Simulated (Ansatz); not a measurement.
One geometry of Ga2H⁻, several levels of theory.

```yaml
crystal:
  periodic: [false, false, false]
  atoms:
    - {symbol: Ga, position_ang: [-0.262721, -0.119151, -0.109602]}
    - {symbol: Ga, position_ang: [1.313217, 0.737465, 1.567169]}
    - {symbol: H, position_ang: [-1.050496, -0.618314, -1.457566]}
basis:
  gaussian: {orbitals: def2-TZVPD, initial_orbitals: start.molden}
total_charge: -1
hamiltonian: {xc: {name: BHLYP}, dispersion: d4}
scf: {omitted_lower_state_checks: [starts]}
output: {orbitals: {seedname: orbitals}}
```

The file start.molden holds the orbitals of an earlier run on this structure, at another level or in another basis.

```sh
$ ansatz run in.yaml --threads 4 --pin off --events-out ev --progress --plain --max-ram 3916MiB
```

Output, abridged:

```
Functional definition: BHLYP
959 factors; their error is unknown
mean field evaluation 1: about -104769.1798 eV, gradient 9.7e0 eV
mean field evaluation 2: about -104769.2480 eV, gradient 1.4e-1 eV
mean field evaluation 4: about -104769.9621 eV, gradient 5.1e-4 eV
mean field evaluation 8: about -104769.9621 eV, gradient 6.8e-6 eV
mean field -104769.96207484 eV, -3850.2250906193 hartree, gradient 1.2e-6 eV, S^2 0.000000; 0 other end points of the search recorded, 0 dependent functions left out
reference -104769.96221321 eV, -3850.2250957043 hartree; 32, 32 occupied and 85, 85 virtual orbitals, 959 factors
Total energy: -104770.09145066 eV, -3850.2298450933 hartree
Checks for a lower state left out: starts
```

It took 1.6 s on 4 threads of Arm Neoverse V2 on a shared host.

First input, but with `hamiltonian: {xc: {name: LC-wPBE, parameters: {omega: 0.3/bohr}}}` (abridged; 1.4 s):

```
Functional definition: LC-wPBE
mean field -104756.45163671 eV, -3849.7285911760 hartree, gradient 3.3e-6 eV, S^2 0.000000
Total energy: -104756.45163672 eV, -3849.7285911763 hartree
Checks for a lower state left out: starts
```

First input, but with `gaussian: {orbitals: 6-31G}`, `hamiltonian: {xc: hf}` (abridged; 0.45 s):

```
Functional definition: HF
mean field evaluation 16: about -104664.9994 eV, gradient 2.2e-1 eV
mean field evaluation 32: about -104665.0075 eV, gradient 1.0e-4 eV
mean field -104665.00748825 eV, -3846.3680807031 hartree, gradient 2.5e-6 eV, S^2 0.000000; 1 other end points of the search recorded, 0 dependent functions left out
Total energy: -104665.00748825 eV, -3846.3680807031 hartree
Checks for a lower state left out: starts
```

First input, but with `hamiltonian: {xc: {name: LC-wPBE, parameters: {omega: 0.15/bohr}}}` (abridged; 1.4 s):

```
Functional definition: LC-wPBE
mean field -104755.91972728 eV, -3849.7090438648 hartree, gradient 1.7e-6 eV, S^2 0.000000
Total energy: -104755.91972731 eV, -3849.7090438660 hartree
Checks for a lower state left out: starts
```

The first input with `hamiltonian: {xc: {name: LC-wPBE, parameters: {omega: 0.2/bohr}}}` (abridged; 1.4 s):

```
Functional definition: LC-wPBE
mean field -104756.03586595 eV, -3849.7133118823 hartree, gradient 4.5e-6 eV, S^2 0.000000
Total energy: -104756.03586597 eV, -3849.7133118830 hartree
Checks for a lower state left out: starts
```

Geometry: r2SCAN-D4/def2-TZVPD.

The 6-31G sets use Cartesian d functions. The restricted singlet is unstable towards broken spin symmetry at other levels; at BHLYP-D4/def2-TZVPD, LC-ωPBE (ω = 0.30 bohr⁻¹)/def2-TZVPD, LC-ωPBE (ω = 0.15 bohr⁻¹)/def2-TZVPD, LC-ωPBE (ω = 0.20 bohr⁻¹)/def2-TZVPD this wasn't settled. At BHLYP-D4/def2-TZVPD the highest occupied level of the charge -1 singlet lies above zero (up to 0.47 eV). The electron is either unbound and held by the finite basis, or the level is raised by self-interaction error. The restricted singlet is unstable towards broken spin symmetry in Hartree–Fock (as tested in another run); at HF/6-31G this wasn't settled. The geometry of the singlet was relaxed on an unsound state (an occupied level 0.05 eV above an empty one). At PBE0-D4/def2-TZVPD a triplet of charge -1 lies 0.68 eV below the restricted singlet, each at its own geometry. The structure comes from a short search, and lower isomers may exist.
